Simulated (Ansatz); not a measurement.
Geometry optimisation, RKS PBE-D4/def2-SVP in Ansatz.

The input (input.yaml):

```yaml
crystal:
  periodic: [false, false, false]
  atoms:
    - { symbol: Ga, position_ang: [-0.141159, 0.025462, -1.089715] }
    - { symbol: C, position_ang: [1.514047, -0.023726, 1.627261] }
    - { symbol: H, position_ang: [0.505896, -0.483253, 1.630381] }
    - { symbol: H, position_ang: [2.134971, -0.504646, 2.406793] }
    - { symbol: H, position_ang: [1.417106, 1.056878, 1.843165] }
    - { symbol: H, position_ang: [2.010368, -0.162381, 0.645244] }
    - { symbol: H, position_ang: [-1.383829, 0.091666, 0.074571] }
basis:
  gaussian: { orbitals: def2-SVP }
hamiltonian:
  xc: pbe
  dispersion: d4
relax:
  f_tol: 0.03
  max_steps: 50
```

Launched with:

```bash
$ ansatz run input.yaml --threads 1 --pin off --max-ram 2048MiB --backend cpu --events-out ev --progress --plain --runs-dir out
```

Problem. Where does it end, and by what steps?

Solution. The run converged. The force dipped under the threshold on the way, but the program's further checks kept it going. After 18 steps the energy has fallen by 0.018 eV; Ga1 moved furthest, 0.58 Å.

| step | energy less start (eV) | largest force component (eV/Å) | accepted |
| --- | --- | --- | --- |
| 0 | 0.0000 | 0.044 | yes |
| 1 | -0.0045 | 0.044 | yes |
| 2 | -0.0037 | 0.238 | no |
| 3 | -0.0059 | 0.017 | yes |
| 4 | -0.0073 | 0.074 | yes |
| 5 | -0.0082 | 0.114 | yes |
| 6 | -0.0093 | 0.150 | yes |
| 7 | -0.0109 | 0.107 | yes |
| 8 | -0.0126 | 0.093 | yes |
| 9 | -0.0133 | 0.063 | yes |
| 10 | -0.0140 | 0.041 | yes |
| 11 | -0.0146 | 0.064 | yes |
| 12 | -0.0155 | 0.058 | yes |
| 13 | -0.0156 | 0.202 | yes |
| 14 | -0.0174 | 0.038 | yes |
| 15 | -0.0179 | 0.006 | yes |
| 16 | -0.0181 | 0.019 | yes |
| 17 | -0.0181 | 0.045 | no |
| 18 | -0.0182 | 0.007 | yes |

```xyz
7
Properties=species:S:1:pos:R:3
Ga -0.352 0.539 -0.940
C 1.568 -0.023 1.612
H 0.519 -0.343 1.433
H 1.888 -0.440 2.587
H 1.635 1.081 1.647
H 2.232 -0.408 0.815
H -1.431 -0.407 -0.017
```

The run took 18 s on 1 thread of Intel(R) Xeon(R) Platinum 8488C (Sapphire Rapids), on a shared host, peak memory 0.14 GiB.
